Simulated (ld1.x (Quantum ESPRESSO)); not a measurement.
Pb: excitation energies, all-electron against ultrasoft

* Element: lead (Pb)
* Generator: ld1.x (Quantum ESPRESSO) 7.5
* Type: ultrasoft
* Functional: PBE
* Relativity: fully relativistic
* Frozen core: [Xe] 4f14
* Valence charge: 14
* Reference configuration: 5d10 6s2 6p1.5 (charge +0.5)
* Partial waves: 6s (bound): rcut 1.50, rcutus 1.85 bohr; 6s channel at 3.35 Ry: rcut 1.50, rcutus 1.85 bohr; 6p (bound): rcut 1.70, rcutus 2.35 bohr; 6p channel at 0.25 Ry: rcut 1.70, rcutus 2.35 bohr; 5d (bound): rcut 1.40, rcutus 1.55 bohr; 5d channel at -1.35 Ry: rcut 1.40, rcutus 1.55 bohr
* Local potential: all-electron potential smoothed inside 1.25 bohr (lloc = -1)
* Core correction: none
* Augmentation charge: built from norm-conserving waves at rcut, not smoothed further

Open shells are filled in proportion to 2j + 1 (rel_dist='average').

Energies are relative to the spin-unpolarised reference configuration 5d10 6s2 6p1.5; without spin polarisation the order of configurations can differ from experiment.

Q: Give the all-electron excitation energy and the error of the potential for: 5d10 6s2 6p2; 5d10 6s2 6p1; 5d10 6s2 6p0; 5d10 6s0 6p4; 5d10 6s1 6p2; 5d9 6s2 6p2; 5d10 6s2 6p2.3.

A:

```tsv
valence configuration	charge	ΔE all-electron (eV)	error AE − PS (meV)
5d10 6s2 6p2	0	-2.549	+0.4
5d10 6s2 6p1	+1	4.149	+0.7
5d10 6s2 6p0	+2	17.754	+12
5d10 6s0 6p4	0	14.930	+51
5d10 6s1 6p2	+1	13.500	+17
5d9 6s2 6p2	+1	24.527	-31
5d10 6s2 6p2.3	-0.3	-3.381	+0.5
```

Note: ghost states, extra bound levels that the all-electron valence spectrum of the same l lacks: s at -285.3 eV, p1/2 at -117.5 eV, p3/2 at -77.6 eV. A true bound ghost makes a file unfit for plane-wave use.
